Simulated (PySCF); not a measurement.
Geometry (Å), atoms numbered from 1 in this order:
```xyz
16

B     0.183   -0.399    0.478
O     1.375    0.199    0.755
C     1.996    1.257    0.096
H     1.398    2.184    0.112
H     2.235    1.017   -0.955
H     2.946    1.469    0.610
O    -0.751   -0.033   -0.450
C    -0.773    1.069   -1.306
H     0.088    1.089   -1.994
H    -0.801    2.025   -0.756
H    -1.686    1.010   -1.917
O    -0.093   -1.497    1.233
C    -1.290   -2.202    1.069
H    -1.350   -2.968    1.857
H    -1.338   -2.708    0.089
H    -2.173   -1.546    1.147
```

Geometry: PBE0-D3(BJ)/def2-SVP; GIAO shifts from PySCF 2.14.0 with density-fitted response routines, gas phase, non-relativistic, averaged over equivalent atoms.

At PBE0/pcSseg-1 (164 basis functions, 24 s wall time on 1 thread of an Arm Neoverse V1, shared host):
```tsv
atoms	δ (ppm)
B1	14.8
O2/O7/O12	60.9
C3/C8/C13	52.6
H4/H5/H6/H9/H10/H11/H14/H15/H16	3.71
```

Shifts are taken against calculated references (same method and geometry level): ¹¹B (σref 100.73) vs BF3·OEt2; ¹⁷O (σref 334.56) vs H2O; ¹³C (σref 184.41) and ¹H (σref 31.27) against TMS.

What do these become at B3LYP/pcSseg-1?

Results:


```
                          atoms  δ at B3LYP/pcSseg-1  change
                             B1                 14.8    +0.0
                      O2/O7/O12                 65.6    +4.7
                      C3/C8/C13                 53.4    +0.8
H4/H5/H6/H9/H10/H11/H14/H15/H16                 3.75   +0.04
```

Scale: ¹¹B (σ = 97.83 ppm) vs BF3·OEt2; H2O for ¹⁷O (σ = 334.04 ppm); ¹³C (σ = 179.24 ppm) and ¹H (σ = 31.38 ppm) against TMS (reference shieldings calculated alike).

The largest change is at O2/O7/O12 (oxygen bonded to C, B). Cost: 164 basis functions, 15 s wall time on 1 thread of an Arm Neoverse V1, shared host.

Experimental scales use liquid or dissolved standards, which lie at an offset from isolated H2O (liquid H2O: subtract about 36 ppm).
